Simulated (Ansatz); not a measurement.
Name a neutral molecule of C, F, Si and H with HOMO–LUMO gap (PBE0/def2-TZVPP) between 7.60 and 7.90 eV and HOMO–LUMO gap (B3LYP/def2-TZVPP) between 7.05 and 7.35 eV (Ansatz, PBE0-D4/def2-TZVP geometry).

`C#C[SiH2]F` (7.70 eV, 7.25 eV); `C=C[Si](F)(F)F` (7.71 eV, 7.22 eV). Other molecules can fit too; these were computed, each in one conformer that needn't be the lowest.

B3LYP here is the variant with VWN-RPA as its local correlation; programs differ in this.
